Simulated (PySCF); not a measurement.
# Telling isomers of C8H14 apart by NMR

Calculated, not measured (PySCF 2.14.0 with density-fitted response routines): shielding tensors at PBE0/pcSseg-1 (GIAO), PBE0-D3(BJ)/def2-SVP geometry. Single conformer, no solvent model, averaged over atoms made equivalent by symmetry, fast rotation or ring inversion, non-relativistic.

Shifts are taken against calculated references (same method and geometry level): 1H (31.27 ppm) and 13C (184.41 ppm) against TMS. Where no couplings were computed, multiplicities follow the n + 1 count of equivalent neighbours, and m marks all less simple cases (inequivalent or close neighbours, rings, F or P nearby). Shifts are as computed. Against solution values, carbons near 30 ppm lie about +2 ppm off and those near 130 ppm about +5 ppm. Of 1313 compounds with measured shifts, 239 miss one by over three times the rms of a fit or turn the order of signals round; such compounds aren't used in these exercises.

(1) Tabulate the signals of `C1CCC2(CC1)CC2`, `C1C[C@H]2CCC[C@H]2C1` and their relative energies.

(2) What is the quickest way to tell C1CCC2(CC1)CC2 from C1C[C@H]2CCC[C@H]2C1?

Results:

(1) 
```json
{"SMILES": "C1CCC2(CC1)CC2", "carbon types": "1×C 7×CH2", "δC": "38.1, 28.6, 27.7, 18.2, 14.6", "δH": "1.44 (m, 4H), 1.39 (m, 2H), 1.11 (m, 4H), 0.21 (s, 4H)", "E rel. (kcal/mol)": "15.2"}
{"SMILES": "C1C[C@H]2CCC[C@H]2C1", "carbon types": "2×CH 6×CH2", "δC": "44.9, 36.1, 27.7", "δH": "2.20 (m, 2H), 1.59 (m, 4H), 1.42 (m, 2H), 1.26 (m, 2H), 1.07 (m, 4H)", "E rel. (kcal/mol)": "0.0"}
```

Energies are electronic energies at PBE0/pcSseg-1 on these geometries, without zero-point or thermal terms, each for the one conformer computed, which needn't be the lowest.

(2) Count the carbon signals: 5 against 3. The first has a three-membered-ring carbon (C) at 18.2 ppm, the second an sp3 CH in a ring at 44.9 ppm. Their most deshielded carbons lie at 38.1 and 44.9 ppm. In the proton spectra the most deshielded non-exchanging signals are 1.44 (m, 4H) and 2.20 (m, 2H).
